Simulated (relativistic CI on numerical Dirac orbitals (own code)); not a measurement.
## Ir7+: resonant inelastic scattering at the O2,3 edge

Computed with this model: Dirac-Coulomb-Breit CI, orbitals from a KLI potential per configuration, QED by a radiative potential, valence Slater integrals scaled by 0.8, Kramers-Heisenberg scattering through one core-hole configuration in a parametric crystal field; configurations [Xe] 4f14 5d2 → [Kr] 4d10 4f14 5s2 5p5 5d3; 10 K; core-hole width 1.5 eV; summed over polarisations. Incident energies are the highest absorption maxima for each field (at most a few, so the weaker spin-orbit partner edge can be absent), on the computed scale of the free ion. Intensities are in per cent of the strongest line above 0.02 eV; levels within 1 cm⁻¹ are merged; final levels count from the ground level, the first row holds all elastic scattering, lines under 0.4 are left out and each table stops after 24 rows. The scale of the Slater integrals is a model choice and moves the terms in proportion.

Field parameters in Wybourne normalisation: D3d B²₀ = −7Dσ, B⁴₀ = −14Dq − 21Dτ, B⁴₃ = −14√(10/7) Dq; Oh B⁴₀ = 21Dq, B⁴₄ = √(5/14) B⁴₀; Td as Oh with Dq negative (B⁴₀ = 21Dq, B⁴₄ = √(5/14) B⁴₀). The field is a parameter set, without covalency, and values of 10Dq over about 45,000 cm⁻¹ lie beyond real compounds.

S is read from ⟨S²⟩ = S(S + 1).

Td, 10Dq = -7650 cm⁻¹:

| Final level (eV) | Degeneracy | Irrep | S | 56.5 eV | 68.9 eV | 73.8 eV |
| --- | --- | --- | --- | --- | --- | --- |
| 0.000 | 3 | T2 | 0.95 | 300.6 | 191.4 | 161.3 |
| 0.388 | 2 | E | 0.85 | 41.3 | 71.2 | 93.6 |
| 1.668 | 1 | A2 | 1.00 | 6.4 | 0.7 | 0.8 |
| 1.764 | 3 | T2 | 0.98 | 18.3 | 32.2 | 39.6 |
| 1.846 | 3 | T1 | 1.00 | 20.5 | 14.7 | 11.8 |
| 2.168 | 1 | A1 | 0.85 | 5.4 | 8.6 | 100.0 |
| 2.749 | 3 | T2 | 0.93 | 1.4 | 1.4 | 8.0 |
| 2.788 | 2 | E | 0.51 | 0.3 | 6.0 | 9.4 |
| 2.942 | 3 | T1 | 0.87 | 4.1 | 2.1 | 17.4 |
| 2.985 | 2 | E | 0.89 | 0.5 | 1.0 | 14.8 |
| 2.993 | 3 | T2 | 0.63 | 2.0 | 10.2 | 5.5 |
| 3.324 | 1 | A1 | 0.65 | 0.3 | 0.5 | 5.1 |
| 3.538 | 3 | T1 | 0.85 | 4.2 | 5.2 | 5.7 |
| 4.451 | 1 | A1 | 0.68 | 0.1 | 0.1 | 2.4 |
| 4.509 | 2 | E | 0.81 | 0.7 | 0.8 | 2.6 |
| 4.626 | 3 | T1 | 0.53 | 0.8 | 1.5 | 2.6 |
| 4.767 | 3 | T2 | 0.48 | 1.2 | 0.9 | 4.0 |
| 5.287 | 2 | E | 0.36 | 0.3 | 0.2 | 3.0 |
| 5.354 | 3 | T2 | 0.47 | 1.7 | 0.5 | 4.6 |

D3d, 10Dq = 35700, Dσ = 830, Dτ = -240 cm⁻¹:

```tsv
Final level (eV)	Degeneracy	Irrep	S	57.6 eV	71.3 eV	73.1 eV
0.000	2	E	0.95	510.8	167.6	220.5
0.064	1	A1	0.94	40.2	21.4	45.6
0.115	2	E	0.93	74.0	43.4	100.0
1.157	1	A2	1.00	6.0	2.3	6.6
1.216	2	E	1.00	11.1	5.9	15.8
1.339	1	A1	0.92	3.2	7.3	79.3
2.217	1	A1	0.26	2.6	3.4	3.4
2.265	2	E	0.27	4.6	8.9	11.8
2.408	2	E	0.22	0.6	5.6	11.3
4.310	1	A1	0.43	2.1	13.3	10.8
4.654	1	A2	1.00	2.5	3.8	1.6
4.867	2	E	0.95	2.7	17.0	24.1
4.881	1	A1	0.95	1.4	10.5	12.4
5.055	2	E	0.97	3.3	19.7	14.4
5.151	1	A2	0.97	1.3	5.6	3.8
5.211	2	E	0.97	1.8	31.9	22.7
5.949	1	A1	0.83	0.9	5.8	13.3
5.991	1	A2	0.95	1.1	4.9	3.5
6.029	2	E	0.85	1.3	6.3	7.5
6.109	2	E	0.74	1.3	3.3	4.9
6.154	1	A1	0.60	1.0	1.1	1.6
6.781	2	E	0.96	1.6	4.9	8.8
7.206	2	E	0.64	1.0	2.6	2.0
7.231	1	A1	0.68	0.7	2.1	1.1
```

Oh, 10Dq = 51800 cm⁻¹:

```tsv
Final level (eV)	Degeneracy	Irrep	S	58.5 eV	72.5 eV	74.6 eV
0.000	2	E	0.95	474.6	186.7	181.2
0.066	3	T2	0.95	100.0	61.3	87.3
1.102	3	T1	1.00	20.9	9.8	22.5
1.213	1	A1	0.93	2.7	5.1	61.6
2.228	3	T2	0.18	4.1	18.2	6.6
2.310	2	E	0.17	0.3	5.7	3.1
4.413	1	A1	0.25	0.4	6.4	3.5
6.609	1	A2	1.00	2.1	4.6	11.5
6.780	3	T2	0.98	7.9	51.6	81.5
7.038	3	T1	0.97	4.1	25.4	25.1
7.072	2	E	0.99	2.4	50.3	63.6
7.817	1	A1	0.95	2.3	12.6	16.8
7.978	3	T1	0.94	5.8	23.0	17.5
```

For the first field the strongest loss at the lowest incident energy is the level at 0.39 eV (S = 0.85, against 0.95 in the thermal ground state).
